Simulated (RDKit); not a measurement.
Input for RDKit: UFF on H2 (SMILES [H][H]).

```python
from rdkit import Chem
from rdkit.Chem import AllChem, rdDetermineBonds

blocks = [
'''2

H     0.00000000    0.00000000    0.37198582
H    -0.00000000   -0.00000000   -0.37198582
''',
]
mol = None
for b in blocks:
    f = Chem.MolFromXYZBlock(b)
    rdDetermineBonds.DetermineBonds(f, charge=0)
    mol = f if mol is None else Chem.CombineMols(mol, f)
Chem.SanitizeMol(mol)
print(Chem.MolToSmiles(Chem.RemoveHs(mol)))
ff = AllChem.UFFGetMoleculeForceField(mol, vdwThresh=100.0, ignoreInterfragInteractions=False)
e = ff.CalcEnergy()
print(f'UFF energy {e:.6f} kcal/mol')
```

It printed:

```
[H][H]
UFF energy 0.613758 kcal/mol
```

The run finished.

Cost: about 0.03 core-seconds (a rough figure).
